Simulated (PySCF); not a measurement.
C6H7O2S (doublet state).
Cartesian coordinates in Å at the GFN2-xTB level; atoms count from 1:
```
atom  x, y, z in Å
C1     0.675    0.210    2.503
C2    -0.511    0.225    1.732
C3    -0.552   -0.608    0.575
C4    -0.551   -1.255   -0.443
C5    -0.495   -1.992   -1.673
O6     0.373   -1.858   -2.498
O7    -1.521   -2.841   -1.803
S8    -0.669    2.096    0.948
C9     0.763    2.118   -0.154
H10    0.678    0.635    3.488
H11    1.615   -0.059    2.058
H12   -1.444    0.233    2.292
H13   -1.457   -3.314   -2.648
H14    1.677    2.209    0.426
H15    0.771    1.217   -0.761
H16    0.640    2.992   -0.786
```

The hyperfine couplings belong to this conformer and change with its torsions.

The species is `[CH2][C@H](C#CC(=O)O)SC` [radical].

Method: UKS B3LYP, pcH-1 on C H O S, non-relativistic, mean-field spin-orbit, GIAO (PySCF). Isolated species at its GFN2-xTB geometry (one conformer only). A GFN2-xTB geometry isn't a minimum of the functional, and hyperfine couplings can be far from their values at a DFT geometry. Stability of the SCF solution: not tested.

(1) Where do the isotropic ENDOR lines of C1, C2, C3, C4, C5, C9, H11, H10, H12 and H14/H15/H16 fall at 333.7 mT, to first order?

(2) Which pairs are centred on the nuclear Larmor frequency, and which on half the coupling?

(3) At what field would the lower line of H10 fall to zero frequency?

Answers

(1) For S = 1/2 in fast tumbling each set of equivalent nuclei gives two lines, ν± = |νn ± a/2| to first order, with νn = g_N μN B/h and μN/h = 7.62259 MHz/T.

| nuclei | isotope | g_N | νn (MHz) | a_iso (MHz) | lower line (MHz) | upper line (MHz) |
| --- | --- | --- | --- | --- | --- | --- |
| C1 | 13C | 1.4048 | 3.57 | 75.65 | 34.25 | 41.40 |
| C2 | 13C | 1.4048 | 3.57 | -29.81 | 11.33 | 18.48 |
| C3 | 13C | 1.4048 | 3.57 | 13.07 | 2.96 | 10.11 |
| C4 | 13C | 1.4048 | 3.57 | -0.89 | 3.13 | 4.02 |
| C5 | 13C | 1.4048 | 3.57 | 0.80 | 3.17 | 3.97 |
| C9 | 13C | 1.4048 | 3.57 | -0.72 | 3.21 | 3.93 |
| H11 | 1H | 5.5857 | 14.21 | -54.56 | 13.07 | 41.49 |
| H10 | 1H | 5.5857 | 14.21 | -52.72 | 12.15 | 40.57 |
| H12 | 1H | 5.5857 | 14.21 | 37.60 | 4.59 | 33.01 |
| H14/H15/H16 | 1H | 5.5857 | 14.21 | 6.47 | 10.98 | 17.44 |

The rows for 13C, of low natural abundance, apply to labelled samples.

(2) Centred on νn, since |a| < 2νn: C4, C5, C9 and H14/H15/H16. Centred on |a|/2 and split by 2νn: C1, C2, C3, H11, H10 and H12.

(3) Where νn = |a|/2, that is B = 26.36 MHz/(5.5857 × 7.62259 MHz/T) = 619 mT, as far as first order holds there.

Nuclei that the bonding pattern makes equivalent are averaged, as if the motion that swaps them (rotation, inversion, ring flip) were fast. H10 and H11 aren't averaged: C1 is flat or nearly so (angle sum 359°), and its turn about the short C1–C2 bond (1.41 Å) is taken as slow. The three 1H nuclei of mean +6.5 MHz run from 0.1 to 15.2 MHz in the frozen geometry.

The Mulliken spin populations are largest on C1 (+0.90), S8 (+0.29) and C2 (-0.12). The positive populations add up to 1.22 and the negative ones to -0.22, together 2S = 1. The angles at C1 add up to 359.1°, so it is planar; its axial dipolar tensor and the negative couplings of its protons fit spin in a p orbital normal to that plane.
